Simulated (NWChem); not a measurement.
All runs are NWChem calculations. System: ethylenediamine (C2H8N2), charge 0, spin multiplicity 1, at a geometry optimised with PBE0/def2-SVP. Level: MP2/6-311G** (spherical d), 4 core orbitals frozen.

Input file:

```
start mol
memory heap 200 mb stack 900 mb global 1100 mb
geometry units angstroms nocenter noautoz
  N      0.276432    -1.839508    -0.051808
  C     -0.469070    -0.597861    -0.033168
  C      0.469070     0.597861    -0.033168
  N     -0.276432     1.839508    -0.051808
  H     -0.350324    -2.633469    -0.156565
  H      0.761993    -1.976425     0.833237
  H     -1.172259    -0.493802     0.825103
  H     -1.092152    -0.537119    -0.940114
  H      1.092152     0.537119    -0.940114
  H      1.172259     0.493802     0.825103
  H      0.350324     2.633469    -0.156565
  H     -0.761993     1.976425     0.833237
  symmetry group C2
end
basis spherical
  * library 6-311g**
end
scf
  rhf
  nopen 0
  maxiter 100
  thresh 1e-7
  semidirect memsize 60000000 filesize 0
end
mp2
  freeze core 4
end
task mp2 energy
```

Part of the output:

```
             Northwest Computational Chemistry Package (NWChem) 7.3.0
             --------------------------------------------------------

                                NWChem Input Module
                                -------------------

 Scaling coordinates for geometry "geometry" by  1.889725989
 (inverse scale =  0.529177249)

 Turning off AUTOSYM since
 SYMMETRY directive was detected!

                             Geometry "geometry" -> ""
                             -------------------------

 Output coordinates in angstroms (scale by  1.889725989 to convert to a.u.)

  No.       Tag          Charge          X              Y              Z
 ---- ---------------- ---------- -------------- -------------- --------------
    1 N                    7.0000     0.27643200    -1.83950800    -0.05180800
    2 C                    6.0000    -0.46907000    -0.59786100    -0.03316800
    3 C                    6.0000     0.46907000     0.59786100    -0.03316800
    4 N                    7.0000    -0.27643200     1.83950800    -0.05180800
    5 H                    1.0000    -0.35032400    -2.63346900    -0.15656500
    6 H                    1.0000     0.76199300    -1.97642500     0.83323700
    7 H                    1.0000    -1.17225900    -0.49380200     0.82510300
    8 H                    1.0000    -1.09215200    -0.53711900    -0.94011400
    9 H                    1.0000     1.09215200     0.53711900    -0.94011400
   10 H                    1.0000     1.17225900     0.49380200     0.82510300
   11 H                    1.0000     0.35032400     2.63346900    -0.15656500
   12 H                    1.0000    -0.76199300     1.97642500     0.83323700

 Effective nuclear repulsion energy (a.u.)     132.2959082533

            Nuclear Dipole moment (a.u.)
            ----------------------------
        X                 Y               Z
 ---------------- ---------------- ----------------
    -0.0000000000    -0.0000000000    -0.0000113384

      Symmetry information
      --------------------

 Group name             C2
 Group number              4
 Group order               2
[...]
     1   1 0 0      0.000000      0.000000     -0.000000
     1   0 1 0     -0.000000      0.000000     -0.000000
     1   0 0 1      0.800378      0.000000     -0.000011

     2   2 0 0    -20.464459      0.000000     36.606337
     2   1 1 0      2.870185      0.000000     -9.247881
     2   1 0 1      0.000000      0.000000      0.000000
     2   0 2 0    -17.174659      0.000000    265.722227
     2   0 1 1     -0.000000      0.000000      0.000000
     2   0 0 2    -19.578294      0.000000     16.489711

                   NWChem MP2 Semi-direct Energy/Gradient Module
                   ---------------------------------------------

  Basis functions       =    120
  Molecular orbitals    =    120
  Frozen core           =      4
  Frozen virtuals       =      0
  Active alpha occupied =     13
  Active beta occupied  =     13
  Active alpha virtual  =    103
  Active beta virtual   =    103
  Use MO symmetry       = T
  Use skeleton AO sym   = T

  AO/Fock/Back tols     =   1.0D-09  1.0D-09  1.0D-09

 GA uses MA = F    GA memory limited = T

 Available:
  local mem=  1.26D+08
 global mem=  1.44D+08
 local disk=  0.00D+00
  mp2_memr nvloc                   103
  nvloc new                   103
   1 passes of  13:        3145728                      63520                  31364789.
   1 passes of  13: M    126113844           G      144150400           F     122968116.

 Semi-direct pass number   1 of   1  for RHF alpha+beta  at        5.6s
  vrange nnbf                  6884
  mp2_eaftype                   119  avail_ma_in_mb                  1099
 EAF : mp2_eaftype filesize         119   15682395.
  mp2_eaf for mointskh                    119
Node 0 wrote     73.7 Mb in      0.0 s     Agg I/O rate:  2172.7 Mb/s
 Done moints_semi at       15.6s
  mp2_eaftype                   119  avail_ma_in_mb                   980
 EAF : mp2_eaftype filesize         119   15682395.
  mp2_eaf for kh                   119
 Done maket at       16.1s
 Done multipass loop at       16.1s

          -------------------------------------------
          SCF energy                -189.325607046457
          Correlation energy          -0.673784307708
          Singlet pairs               -0.433531400428
          Triplet pairs               -0.240252907280
          Total MP2 energy          -189.999391354165
          -------------------------------------------

          ---------------------------------------------------
                    Spin Component Scaled (SCS) MP2
          Same spin pairs                     -0.160168604853
          Same spin scaling factor             0.333333333333
          Opposite spin pairs                 -0.513615702855
          Opposite spin scaling fact.          1.200000000000
          SCS-MP2 correlation energy          -0.669728378377
          Total SCS-MP2 energy              -189.995335424834
          ---------------------------------------------------

 -----------------------
 Performance information
 -----------------------

 Timer overhead =  2.06D-07 seconds/call

               Nr. of calls         CPU time (s)                 Wall time (s)                GFlops
             ---------------    -------------------     ------------------------------   -------------------
Name         Min   Avg   Max    Min     Avg     Max     Min     Avg     Max   Mx/calls   Min     Max     Sum
mp2: moin     1     1     1    10.     10.     10.      10.     10.     10.     10.      0.0     0.0     0.0
mp2: make     1     1     1   0.50    0.50    0.50     0.50    0.50    0.50    0.50      0.0     0.0     0.0
mp2: tota     1     1     1    11.     11.     11.      11.     11.     11.     11.      0.0     0.0     0.0

 The average no. of pstat calls per process was 3.00D+00
 with a timing overhead of 6.18D-07s

 Task  times  cpu:       16.0s     wall:       16.0s

 Total times  cpu:       16.1s     wall:       16.1s
```
